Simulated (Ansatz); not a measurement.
C2H3NSe can be A, `C[Se]C#N`, or B, `[SeH]C1=NC1`.

Calculated with Ansatz (gas phase, PBE0-D4/def2-TZVP geometries, no zero-point term in ΔE). CCSD(T)/CBS is the MP2 limit (def2-TZVPP, def2-QZVPP) plus CCSD(T) − MP2 in def2-TZVPP, frozen cores. Functionals use def2-TZVPP. B3LYP here is the variant with VWN-RPA as its local correlation; programs differ in this. For Se outer-core shells are correlated without core-valence functions, which leaves a few kJ/mol of doubt a bond. Scalar relativity is left out up to krypton. Each species was taken in one conformer, which may not be the lowest.

Task: Which is lower in electronic energy at CCSD(T)/CBS, and by how much? (Estimate.)

Result: Computed: A, by 37.1 kcal/mol.

Task: Give E(B) − E(A) in kcal/mol with PBE-D4, LDA (SPW92), BLYP-D4, CCSD(T)/def2-TZVPP, r2SCAN-D4, B3LYP, CCSD(T)/def2-SVP. (An estimate is asked.)

Result: The calculation gave: PBE-D4 30.6, LDA (SPW92) 25.5, BLYP-D4 36.1, CCSD(T)/def2-TZVPP 38.0, r2SCAN-D4 32.7, B3LYP 36.2, CCSD(T)/def2-SVP 34.6. None reverses the order clearly.

Task: Does the order hold for the free energy at 298.15 K (harmonic terms from PBE0-D4)? (Best estimate.)

Result: The calculation gave: Yes: G(B) − G(A) = +36.7 kcal/mol, for one conformer each.

Largest T1 diagnostic: 0.012.

At CCSD(T), def2-SVP lies −2.5 kcal/mol from the extrapolated value and def2-TZVPP +0.9 kcal/mol. Leaving LDA and LC-ωPBE aside and taking each functional with its dispersion term where it has one, the values, not all of them listed here, spread over 7.3 kcal/mol, from PBE-D4 to B2PLYP. LDA lies −5.2 kcal/mol from PBE without D4.
